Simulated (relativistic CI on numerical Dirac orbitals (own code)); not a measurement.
# Ru2+: L2,3 absorption edge

Computed with this model: Dirac-Coulomb-Breit CI, KLI orbitals optimised for each configuration, model QED, valence Slater integrals scaled by 0.9, multiplet model of core-to-valence dipole absorption; configurations [Kr] 4d6 → [He] 2s2 2p5 3s2 3p6 3d10 4s2 4p6 4d7; 300 K; Lorentzian 2.4 eV and Gaussian 0.5 eV FWHM. Energies are those of the free ion, without screening or charge transfer. The branching ratio is the share of the lower-energy edge in the whole absorption, uncertain by about 0.02 where the edges overlap. S is read from ⟨S²⟩ = S(S + 1).

Field parameters in Wybourne normalisation: Td as Oh with Dq negative (B⁴₀ = 21Dq, B⁴₄ = √(5/14) B⁴₀). The field is a parameter set, without covalency.

Computed curve for free ion, scaled to 100 at the maximum (points under 2 are left out and the grid is thinned):

```csv
Energy (eV),Intensity
2831.00,2.0
2831.75,2.4
2832.50,2.9
2833.25,3.5
2834.00,4.4
2834.75,5.5
2835.50,7.3
2836.25,10.0
2837.00,14.6
2837.75,22.9
2838.25,32.4
2839.00,57.1
2839.75,89.0
2840.50,100.0
2841.25,88.2
2842.00,61.1
2842.75,35.8
2843.50,21.3
2844.25,13.8
2845.00,9.5
2845.75,7.0
2846.50,5.3
2847.25,4.2
2848.00,3.4
2848.75,2.8
2849.50,2.3
2964.75,2.1
2965.50,2.9
2966.25,4.2
2967.00,6.7
2967.50,9.6
2968.25,17.5
2969.00,28.1
2969.75,28.0
2970.50,18.0
2971.25,10.7
2972.00,6.4
2972.75,4.1
2973.50,2.8
2974.25,2.0
```

The ground state has S = 1.99, and the centroid lies at 2866.57 eV.
